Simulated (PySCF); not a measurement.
## Ionisation energy of Te²⁺ by level of theory

Te²⁺ [Kr] 4d10 5s2 5p2 (3P) → Te³⁺ [Kr] 4d10 5s2 5p1 (2P), as a difference of total energies. Computed with PySCF 2.14 in aug-cc-pwCVQZ-PP with ECP28MDF, with scalar relativity through the core potential. Correlated levels: valence: 4s2 4p6 4d10 frozen; valence and next inner shell: nothing frozen outside the core potential. The calculations carry no spin-orbit coupling.

| method | ionisation energy (eV) |
| --- | --- |
| UHF | 26.969 |
| LC-wPBE | 27.654 |
| B2PLYP | 27.427 |
| r2SCAN0 | 27.729 |
| MP2 (valence) | 27.350 |
| SCS-MP2 (valence) | 27.287 |
| MP2 (valence and next inner shell) | 27.652 |
| SCS-MP2 (valence and next inner shell) | 27.515 |

**Question.** How much does correlation contribute at MP2 (valence and next inner shell)?

**Answer.** 27.652 − (26.969) = 0.683 eV, measured against UHF.

The reference lies between the lowest fine-structure levels, while these numbers refer to the centres of the terms.

For comparison: 27.84 ± 0.04 eV (measured; NIST Atomic Spectra Database, ionization energies).
